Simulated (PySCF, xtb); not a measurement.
C3H14Si3, SMILES C[C@H](C[SiH3])[SiH2][SiH3]. The values are those of a single conformer.

Harmonic wavenumbers (cm⁻¹) from GFN2-xTB (xtb) at its own minimum, in rising order: 29, 54, 66, 104, 132, 157, 226, 287, 295, 346, 392, 436, 476, 480, 504, 540, 592, 658, 680, 762, 776, 781, 795, 804, 813, 819, 823, 825, 961, 1014, 1078, 1100, 1140, 1262, 1290, 1324, 1422, 1490, 1507, 1516, 2161, 2187, 2217, 2227, 2241, 2242, 2245, 2267, 2897, 2917, 2959, 2991, 3005, 3015.

What does PBE-D3(BJ)/def2-SVP in PySCF 2.14.0 give at its own minimum? (The exact figures need the calculation; the answer reports its results.)

37, 66, 86, 119, 138, 160, 216, 270, 274, 323, 368, 413, 487, 490, 539, 577, 627, 695, 722, 737, 805, 842, 885, 890, 901, 904, 908, 912, 919, 972, 1036, 1053, 1102, 1179, 1219, 1275, 1343, 1376, 1412, 1422, 2133, 2143, 2146, 2155, 2158, 2162, 2163, 2170, 2943, 2951, 2952, 2998, 3034, 3046. Paired by order, the mean absolute difference is 47 cm⁻¹ and the zero-point energies are 92.0 and 91.3 kcal/mol.
